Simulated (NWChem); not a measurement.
Molecule: CCl3F; SMILES FC(Cl)(Cl)Cl

```xyz
5

F      0.0000     0.0000     1.5812
C      0.0000     0.0000     0.2549
Cl     1.1243    -1.2410    -0.3090
Cl    -1.6369    -0.3531    -0.3090
Cl     0.5126     1.5942    -0.3090
```
Atoms are numbered in this order, from 1.

Program: NWChem. Medium grid unless said otherwise, to which SCAN and Minnesota functionals are sensitive. Geometry: optimised at PBE0/def2-SVP. Total energies of different functionals are on different scales.

```tsv
level	energy (Ha)	highest occupied level (eV)	orbital gap (eV)	dipole (D)
LDA (Slater exchange, VWN5)/def2-TZVPD	-1513.2425	-7.85	5.17	0.30
PBE/def2-TZVPD	-1517.9403	-7.72	5.22	0.25
BLYP/def2-TZVPD	-1518.6071	-7.57	5.16	0.29
TPSS/def2-TZVPD	-1518.7064	-7.84	5.46	0.25
r2SCAN/def2-TZVPD	-1518.4832	-8.06	5.72	0.26
B3LYP/def2-TZVPD	-1518.6708	-8.89	7.16	0.35
PBE0/def2-TZVPD	-1518.0435	-9.17	7.72	0.33
M06-2X/def2-TZVPD	-1518.5393	-10.56	10.05	0.38
CAM-B3LYP/def2-TZVPD	-1518.6313	-10.57	10.24	0.39
Hartree-Fock/def2-TZVPD	-1515.8692	(withheld)	(withheld)	(withheld)
```

Question: Complete the blanks.

Answer: 
- Hartree-Fock/def2-TZVPD, highest occupied level (eV): -12.59
- Hartree-Fock/def2-TZVPD, orbital gap (eV): 13.90
- Hartree-Fock/def2-TZVPD, dipole (D): 0.46
